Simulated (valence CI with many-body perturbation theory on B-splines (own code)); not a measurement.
# Er²⁹⁺: magnetic and hyperfine properties of the levels

Computed by configuration interaction combined with many-body perturbation theory (CI+MBPT): three valence electrons over a frozen Dirac-Fock core [Kr], a basis of 7 s, 7 p, 8 d, 6 f, 4 g, 1 h functions for each j, with the one-electron correlation potential Σ1, the two-electron term Σ2, the three-electron term Σ3, Breit, model QED; selected CI, second order for the rest, scaled by the run's own slope (own B-spline code, finite nucleus).

No measured spectrum was set against this ion. As an estimate, large intervals hold to a few tenths of a per cent, small ones and those within an open d or f shell to about a per cent. The list stops below the first excitations out of the core.

A/g_I is the dipole constant over the nuclear g factor μ/I (μ in nuclear magnetons, uniformly magnetised nucleus), B/Q the quadrupole constant per barn. Both hold the static response of the core; the bare values leave it out. Large factors of s and p1/2 electrons are usually good to 5 to 10 %; those of open d and f shells near neutrality can be off by tens of per cent, and small factors of p3/2, d and f electrons come from cancelling terms and can be off by a factor of two or in sign, in half-filled shells by more. B is blank for J = 1/2, where it vanishes, and for nearly pure S terms. Energies count from the lowest level.

Levels are named by their leading jj configuration (3d3/2^4 stands for four electrons in 3d with j = 3/2), which in mixed levels can hold well under half, so a name can repeat and another be missing. Letters in brackets count levels of one name in rising energy.

```
                    Level  E (cm⁻¹)      g  A/g_I (MHz)  A/g_I bare  B/Q (MHz/b)  B/Q bare
          (4d3/2^3) J=3/2         0  0.643        18500       17600        -9790     -9420
(4d3/2^2 4d5/2) J=5/2 [a]     69379  1.048        10200       10100        -5420     -5220
    (4d3/2^2 4d5/2) J=3/2     88057  1.243         7860        8080        -3480     -3340
    (4d3/2^2 4d5/2) J=7/2     94296  1.081        10600       10500         2220      2100
    (4d3/2^2 4d5/2) J=9/2     98852  1.071        11200       11100        11200     10700
    (4d3/2^2 4d5/2) J=1/2    100730  1.915        -9240       -7700                       
(4d3/2^2 4d5/2) J=5/2 [b]    149880  1.387         4910        5400        14900     14300
(4d3/2 4d5/2^2) J=7/2 [a]    165600  1.073         8870        8790          840       803
    (4d3/2 4d5/2^2) J=9/2    175390  1.138         8610        8650         4500      4280
(4d3/2 4d5/2^2) J=3/2 [a]    188190  1.145         9470        9500       -11300    -10800
    (4d3/2 4d5/2^2) J=1/2    195500  1.416        -3100       -2470                       
   (4d3/2 4d5/2^2) J=11/2    202200  1.088         9780        9720        24100     23100
(4d3/2 4d5/2^2) J=5/2 [a]    205780  1.177         4540        4690        16500     15900
(4d3/2 4d5/2^2) J=5/2 [b]    219100  1.103        10100       10000        -4980     -4780
(4d3/2 4d5/2^2) J=7/2 [b]    225990  1.107         9920        9890         5150      4980
(4d3/2 4d5/2^2) J=3/2 [b]    265540  1.052        13000       12900         9880      9480
          (4d5/2^3) J=9/2    268930  1.136         7250        7300         3510      3370
          (4d5/2^3) J=3/2    311840  0.969        10700       10500         6310      6040
          (4d5/2^3) J=5/2    335750  1.157         7200        7280         3520      3380
```

**Question.** Take the isotope of mass number 167, with I = 7/2, μ = -0.5623 μN and Q = 3.57 b. What is the hyperfine structure of (4d3/2^3) J=3/2?

**Answer.** From the table A = -2980 MHz, B = -35000 MHz. Shifts from the centre of gravity in MHz: F = 2: 1360, F = 3: 17400, F = 4: 15500, F = 5: -24400.
